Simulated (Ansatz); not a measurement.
CH$_{4}$O, charge +1, doublet, at a GFN2-xTB geometry (a state made from the parent by changing its charge; the spin is typed, not shown lowest). Base run: Ansatz (a first-principles code) with MP2/6-31G*.

Input for Ansatz:
Ansatz 0.2 input:
```yaml
crystal:
  periodic: [false, false, false]
  atoms:
    - {symbol: C, position_ang: [-0.08203668, 0.60493218, 0.11482401]}
    - {symbol: O, position_ang: [0.06067739, -0.68366516, -0.17494028]}
    - {symbol: H, position_ang: [-1.18198643, 0.86214509, 0.11391237]}
    - {symbol: H, position_ang: [0.62482878, -1.22970011, 0.41246267]}
    - {symbol: H, position_ang: [0.43910736, 0.99198948, 0.99712096]}
    - {symbol: H, position_ang: [0.12485126, 1.21529375, -0.81291782]}
basis:
  gaussian:
    orbitals: 6-31G*
total_charge: 1
magnetization: {spin_polarized: true, initial_magnetization: 1}
correlation: {method: mp2}
```

The base run was repeated with changes; each row names its change, and settings that it needs were set with it.

```csv
change,ΔE vs base (mEh),MP2 correlation (Eh),basis functions
base,0.000,-0.27873,38
method = ccsd,-32.882,-0.27873,38
accuracy = high,-0.003,-0.27873,38
lower_state_search = off,0.000,-0.27873,38
reference functional = pbe0,?,-,38
electrons = all,?,?,38
electrons = outside_noble_gas,0.000,-0.27873,38
method = bccd,-32.172,-0.27873,38
method = bccd_t,-40.025,-0.27873,38
method = ccsd_t,-39.922,-0.27873,38
```

Task: Some entries are withheld; supply them.

Result: 
- reference functional = pbe0, ΔE vs base (mEh): -17.191
- electrons = all, ΔE vs base (mEh): -7.254
- electrons = all, MP2 correlation (Eh): -0.28599
